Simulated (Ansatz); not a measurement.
Q: Name a neutral molecule of Al, C, Si, Sn and H with size of the dipole moment (ωB97M-V/def2-TZVPP) between 0.85 and 1.15 D and LUMO energy (PBE0/def2-TZVPP) between -2.45 and -2.15 eV (Ansatz, PBE0-D4/def2-TZVP geometry).

A: `[CH3][SnH]1[AlH][SiH2]1` (0.96 D, -2.35 eV); `C[SiH2][AlH][SnH3]` (0.93 D, -2.41 eV). Other molecules can fit too; these were computed, each in one conformer that needn't be the lowest.
